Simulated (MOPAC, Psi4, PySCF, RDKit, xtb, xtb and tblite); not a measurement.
Two geometries of C₃H₁₀O₃Si₂, SMILES COC(=O)C[SiH2]O[SiH3], relaxed at GFN2-xTB with one dihedral held; other torsions can differ between them too.

Structure A

```
18

C     -0.5893    -0.1599     3.5897
O      0.1256    -0.3216     2.3717
C     -0.2604    -1.3321     1.5857
O     -1.1639    -2.0810     1.8703
C      0.5294    -1.4442     0.3295
Si    -0.1978    -2.9335    -0.6067
O      0.6698    -3.0518    -1.9715
Si     1.1817    -3.5919    -3.4089
H     -1.6453     0.0281     3.3863
H     -0.1392     0.6898     4.0964
H     -0.5052    -1.0613     4.2001
H      1.5834    -1.5645     0.5799
H      0.4547    -0.5081    -0.2239
H     -1.5837    -2.6858    -0.9904
H     -0.0004    -4.1706     0.1416
H      0.4536    -4.8168    -3.7335
H      2.6139    -3.8325    -3.2480
H      0.8989    -2.5223    -4.3635
```

Structure B

```
18

C      2.4408     1.0778    -0.6237
O      1.9340    -0.0303     0.1029
C      0.8396    -0.6232    -0.4126
O      0.3149    -0.2499    -1.4322
C      0.3381    -1.6940     0.4786
Si    -0.6572    -0.7971     1.8527
O     -1.5428     0.3714     1.1927
Si    -2.1300     1.3315     0.0055
H      2.7481     0.7683    -1.6250
H      3.2944     1.4466    -0.0605
H      1.6766     1.8524    -0.7161
H      1.1650    -2.2429     0.9184
H     -0.2967    -2.3701    -0.0878
H      0.2618    -0.1495     2.7835
H     -1.5879    -1.7462     2.4567
H     -3.2525     1.9926     0.6694
H     -2.5452     0.4935    -1.1091
H     -1.0763     2.2830    -0.3377
```

Q: Which is lower in energy at the level B3LYP-D3(BJ)/def2-SVP // GFN2-xTB (Psi4 1.11), and by how much?

A: B is lower, by 2.91 kcal/mol (dihedral O2–C3–C5–Si6: 180° in A, 80° in B).

E(B) − E(A) in kcal/mol at the other levels, on the same two geometries: GFN2-xTB (xtb and tblite) -2.19; MMFF94 // GFN2-xTB (RDKit) 1.62; B3LYP/def2-SVP // GFN2-xTB (Psi4) -0.67; PBE/def2-SVP // GFN2-xTB (Psi4) -1.23; PBE-D3(BJ)/def2-SVP // GFN2-xTB (Psi4) -2.57; UFF // GFN2-xTB (RDKit) -5.89; PM3, restricted, heats of formation // GFN2-xTB (MOPAC) 0.12; AM1, restricted, heats of formation // GFN2-xTB (MOPAC) 4.61; GFN1-xTB // GFN2-xTB (xtb) -0.88; restricted B3LYP/6-31G*, spherical d, density fitting // GFN2-xTB (PySCF) -0.69; restricted B3LYP/LANL2DZ, with its core potentials past Ne // GFN2-xTB (PySCF) -0.08; restricted B3LYP/3-21G, density fitting // GFN2-xTB (PySCF) -2.05; restricted Hartree-Fock/3-21G, density fitting // GFN2-xTB (PySCF) -1.24.
